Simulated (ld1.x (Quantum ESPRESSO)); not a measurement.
# Varying the TM potential for Cr (Z = 24)

Base potential:

```
Element                 : Cr
Generator               : ld1.x (Quantum ESPRESSO) 7.5
Type                    : norm-conserving Troullier–Martins (Kleinman–Bylander form)
Functional              : LDA (PZ)
Relativity              : scalar-relativistic
Frozen core             : [Ar]
Valence charge          : 6
Reference configuration : 3d5 4s0 4p1
Partial waves           : 4s (bound, empty): rc 2.75 bohr; 4p (bound): rc 2.70 bohr; 3d (bound): rc 1.65 bohr
Local potential         : all-electron potential smoothed inside 2.40 bohr (lloc = -1)
Core correction         : none
```

Cutoffs, loose and tight: the cutoffs (Ry, on a coarse ladder) from which the occupation-weighted sum of valence levels, in a spherical-Bessel basis at the reference potential, stays within 10 and 1 mRy of its value at 400 Ry. They do not see the model core or the augmentation charge, which bear on the density cutoff. Test errors are all-electron minus pseudo excitation energies from the reference, over the configurations 3d5 4s1 4p0; 3d5 4s0 4p0; 3d4 4s0 4p0; 3d3 4s0 4p0; 3d5.5 4s0.5 4p0; 3d2 4s0 4p0; 3d4 4s2 4p0 (two spin-polarised tests are not counted in the largest error). A dash means not determined; rows that change the core or the reference have their own tests. The largest error is taken over the tests solved by every variant that gives reliable tests at all: 3d2 4s0 4p0; 3d3 4s0 4p0; 3d4 4s0 4p0; 3d5 4s0 4p0.

A true bound ghost makes a file unfit for plane-wave use even where its test errors are small: the radial tests pick states by their node count and pass the ghost by. Where a test does run into it, the solver fails or the error is huge.

```csv
change,outcome,"cutoff, loose","cutoff, tight",bound ghosts,largest test error (meV)
base,generated,90 Ry,100 Ry,none,-1129
local potential all-electron potential smoothed inside 1.10 bohr (lloc = -1),generated,90 Ry,100 Ry,"s, p",-758
local potential all-electron potential smoothed inside 1.28 bohr (lloc = -1),generated,90 Ry,100 Ry,s,-770
local potential all-electron potential smoothed inside 1.60 bohr (lloc = -1),generated,90 Ry,100 Ry,s,-826
local potential all-electron potential smoothed inside 1.80 bohr (lloc = -1),generated,90 Ry,100 Ry,s,-886
local potential all-electron potential smoothed inside 2.12 bohr (lloc = -1),generated,90 Ry,100 Ry,none,-997
local potential all-electron potential smoothed inside 2.34 bohr (lloc = -1),generated,90 Ry,100 Ry,none,-1099
local potential all-electron potential smoothed inside 2.72 bohr (lloc = -1),generated,90 Ry,100 Ry,none,-1295
local potential all-electron potential smoothed inside 2.88 bohr (lloc = -1),generated,90 Ry,100 Ry,none,-1369
```

What comes out with this change to the base: local potential all-electron potential smoothed inside 3.20 bohr (lloc = -1)?

outcome: generated; cutoff, loose: 90 Ry; cutoff, tight: 100 Ry; bound ghosts: none; largest test error (meV): -1571.

Reading the sweep of the rcloc (base included, trends over the rows without a ghost): The loose cutoff stays near 90 Ry. The median size of the test errors (rows with all tests solved) rises from 17.4 meV at 2.12 to 104.4 meV at 3.2 bohr. Bound ghosts are found at 1.1, 1.28, 1.6, 1.8 bohr.
